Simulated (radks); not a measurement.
Trend from Zr to Cd: ionisation energy by Delta-SCF between NIST ground configurations, and size. Method: Dirac Kohn-Sham, PBEsol, spin-unpolarised, spherical densities, point nucleus; open shells fill j = l - 1/2 first; computed with a radial shooting solver on a logarithmic mesh with Libxc functionals.

species  configuration  configuration of the ion  IE (eV)  NIST (eV)  kind  outermost  <r> outermost (bohr)  r at 0.001 e/bohr^3 (bohr)
Zr        [Kr] 4d2 5s2              [Kr] 4d2 5s1    7.156      6.634  exp.      5s1/2                  3.71                        5.08
Nb        [Kr] 4d4 5s1                  [Kr] 4d4    6.623      6.759  exp.      5s1/2                  3.71                        4.82
Mo        [Kr] 4d5 5s1                  [Kr] 4d5    6.882      7.092  exp.      5s1/2                  3.57                        4.70
Tc        [Kr] 4d5 5s2              [Kr] 4d5 5s1    8.177      7.119  exp.      5s1/2                  3.29                        4.74
Ru        [Kr] 4d7 5s1                  [Kr] 4d7    7.288      7.361  exp.      5s1/2                  3.36                        4.50
Rh        [Kr] 4d8 5s1                  [Kr] 4d8    7.455      7.459  exp.      5s1/2                  3.28                        4.41
Pd           [Kr] 4d10                  [Kr] 4d9    8.933      8.337  exp.      4d5/2                  1.60                        4.07
Ag       [Kr] 4d10 5s1                 [Kr] 4d10    7.748      7.576  exp.      5s1/2                  3.13                        4.25
Cd       [Kr] 4d10 5s2             [Kr] 4d10 5s1    9.311      8.994  exp.      5s1/2                  2.88                        4.37

Reference values: NIST Atomic Spectra Database (exp. = measured, semi-emp. = semi-empirical, theory = theoretical value adopted there). Spin polarisation and multiplet splitting are left out, so open shells lie too high by an amount that depends on their filling.

Beside tabulated values, note that spin-unpolarised runs miss the spin-polarisation part of the exchange energy of open shells.
